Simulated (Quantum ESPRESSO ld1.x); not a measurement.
Problem. Eu60+, configuration [He] 3s1 (not the ground configuration). Method: Dirac Kohn-Sham, LDA (Slater exchange, Perdew-Zunger correlation), spin-unpolarised, spherical densities, point nucleus; computed with ld1.x of Quantum ESPRESSO 7.5. Some entries of the table are withheld. Estimate them.

| orbital | occ. | eigenvalue (hartree) | <r^2> (bohr^2) |
|---|---|---|---|
| 1s1/2 | 2 | -2034.97 | 0.0006716 |
| 2s1/2 | 0 | -503.308 | (1) |
| 2p1/2 | 0 | (2) | (3) |
| 2p3/2 | 0 | (4) | (5) |
| 3s1/2 | 1 | (6) | (7) |

Solution. 
(1) 2s1/2 <r^2> (bohr^2): 0.009440
(2) 2p1/2 eigenvalue (hartree): -499.060
(3) 2p1/2 <r^2> (bohr^2): 0.006646
(4) 2p3/2 eigenvalue (hartree): -471.065
(5) 2p3/2 <r^2> (bohr^2): 0.007650
(6) 3s1/2 eigenvalue (hartree): -218.488
(7) 3s1/2 <r^2> (bohr^2): 0.04868
